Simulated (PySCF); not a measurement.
## Polarisability and C₆ of Ba⁺ (barium, charge +1)

[Xe] 6s1, 2S determinant. Calculation: PySCF 2.14, in aug-cc-pVDZ-X2C (8s7p5d, 54 functions); scalar relativity by spin-free X2C-1e. Coupled (time-dependent) response in atomic units; α is the mean over directions. A double-zeta set is small for polarisabilities.

| method | mean α (bohr³) | C₆ (like pair) | S(−4) |
| --- | --- | --- | --- |
| UHF | 171.8 | 2049 | 23700 |
| PBE | 137.7 | 1527 | 14730 |
| PBE0 | 147.9 | 1679 | 17140 |
| B3LYP | 122.2 | 1305 | 11320 |
| BHandHLYP | 130.7 | 1424 | 13070 |

S(−4) is the Cauchy moment in α(ω) = α(0) + S(−4) ω² + …

α(iu) at UHF:

```csv
u (hartree),α(iu) (bohr³)
0,171.8
0.0500,128.4
0.100,75.51
0.200,33.00
0.300,20.20
0.500,11.59
0.750,7.433
1.00,5.188
1.50,2.862
2.00,1.773
3.00,0.8530
5.00,0.3219
```

A single London oscillator, α(iu) = α/(1 + u²/ω²), gives C₆ = (3/4) ω α². Matching the computed C₆ needs ω = 4 × 2049 / (3 × 171.8²) = 0.0926 hartree.

For an ion, C₆ is the dispersion term alone; charge-induced terms of lower order in 1/R come first.

Spin-orbit coupling, which splits the p, d and f shells strongly at this Z, is absent.
